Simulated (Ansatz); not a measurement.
C₃H₄AlF (`C=[C]1[AlH][CH]1F`), relaxed with RKS PBE-D4/def2-SVP in the Gaussian-basis code of Ansatz from a rough embedded geometry. The force threshold is 0.03 eV/Å; the program also tests the step.

The species carries charge 0 and has multiplicity 1.

Start:

```xyz
9

C    -0.463    1.498    0.785
C    -0.135    0.356    0.170
Al   -0.565   -1.181   -1.162
C     0.801   -0.830    0.092
F     1.984   -0.502   -0.597
H    -1.329    2.059    0.453
H     0.237    1.964    1.497
H    -1.398   -1.963   -2.190
H     0.868   -1.400    0.951
```

```csv
step,energy (eV),largest force (eV/Å),largest move (Å)
1,-12469.0764,2.810,0.000
2,-12469.5264,1.661,0.189
3,-12469.7503,1.458,0.143
4,-12469.8461,0.901,0.200
5,-12469.8617,1.261,0.200
6,-12469.9459,0.611,0.195
7,-12469.9913,0.522,0.082
8,-12470.0493,0.511,0.196
9,-12470.0770,0.382,0.049
10,-12470.0886,0.552,0.105
11,-12470.0952,0.331,0.074
12,-12470.1026,0.105,0.062
13,-12470.1049,0.040,0.042
14,-12470.1059,0.040,0.034
15,-12470.1064,0.020,0.037
```

End:

```xyz
9

C    -0.444    1.366    0.561
C    -0.337    0.016    0.462
Al   -0.690   -1.144   -1.011
C     0.879   -0.802    0.187
F     2.097   -0.172    0.001
H    -1.428    1.862    0.570
H     0.445    2.019    0.654
H    -1.524   -1.496   -2.325
H     1.003   -1.648    0.901
```

It took 22 s on 2 threads of an AMD EPYC 7B13 on a shared host, with 0.14 GiB of host memory at the peak.
